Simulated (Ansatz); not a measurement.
Harmonic frequencies (cm⁻¹) at PBE0-D4/def2-TZVP from Ansatz: 101, 127, 135, 154, 169, 405, 432, 688, 692.

(1) Which molecule is it?
A. `[F][Zr]([F])([Cl])[Cl]`
B. `[F][Zr]([Cl])([Cl])[Cl]`
C. `C#[C][Zr]([F])([F])[F]`
D. `[F][Zr]([SH])([Cl])[Cl]`

Results:

(1) A.
